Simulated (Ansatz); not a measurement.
C₃H₃FMgO₂, SMILES `[F][Mg-]1[O]C=CC=[O+]1`, 10 atoms. Total charge 0; spin multiplicity 1. Correlated methods include outer-core shells of Mg, which these sets cover unevenly. All runs use 4 threads of an Arm Neoverse V2 on a shared host. Correlated methods freeze the cores.

Task: How many basis functions does each run have, and how long does it take in Ansatz? RKS HSE06 (plane-wave form)-D4/def2-TZVPP energy; RKS PBE0-D4/def2-SVP energy; RKS PBE0-D4/def2-TZVP relaxation (6 steps); RKS PBE0-D4/def2-TZVP frequencies; RKS PBE0-D4/def2-TZVPP energy; RKS BLYP-D4/def2-TZVPP energy; RHF-MP2/def2-QZVPP energy; direct RPA on PBE orbitals/def2-TZVPP energy; RHF-CCSD(T)/def2-SVP energy; RHF-CCSD(T)/def2-TZVPP energy; RKS PBE0-D4/def2-QZVPP energy; RKS ωB97M-V/def2-SVP energy. (Estimate.)

Result: Ansatz gave: Other jobs shared the machine, so times are rough.

| level | job | functions | wall time | peak host memory (GiB) |
| --- | --- | --- | --- | --- |
| RKS PBE0-D4/def2-SVP | energy | 117 | 1.4 s | 0.49 |
| RKS BLYP-D4/def2-TZVPP | energy | 260 | 3 s | 0.36 |
| RKS PBE0-D4/def2-TZVPP | energy | 260 | 3.8 s | 0.69 |
| RKS HSE06 (plane-wave form)-D4/def2-TZVPP | energy | 260 | 4.2 s | 0.73 |
| RKS ωB97M-V/def2-SVP | energy | 117 | 6 s | 0.49 |
| direct RPA on PBE orbitals/def2-TZVPP | energy | 260 | 8 s | 0.74 |
| RKS PBE0-D4/def2-QZVPP | energy | 495 | 11 s | 1.9 |
| RHF-CCSD(T)/def2-SVP | energy | 117 | 17 s | 0.79 |
| RHF-MP2/def2-QZVPP | energy | 495 | 31 s | 3.2 |
| RKS PBE0-D4/def2-TZVP | relaxation (6 steps) | 236 | 33 s | 0.71 |
| RKS PBE0-D4/def2-TZVP | frequencies | 236 | 3.1 min | 0.77 |
| RHF-CCSD(T)/def2-TZVPP | energy | 260 | 7.3 min | 7.4 |
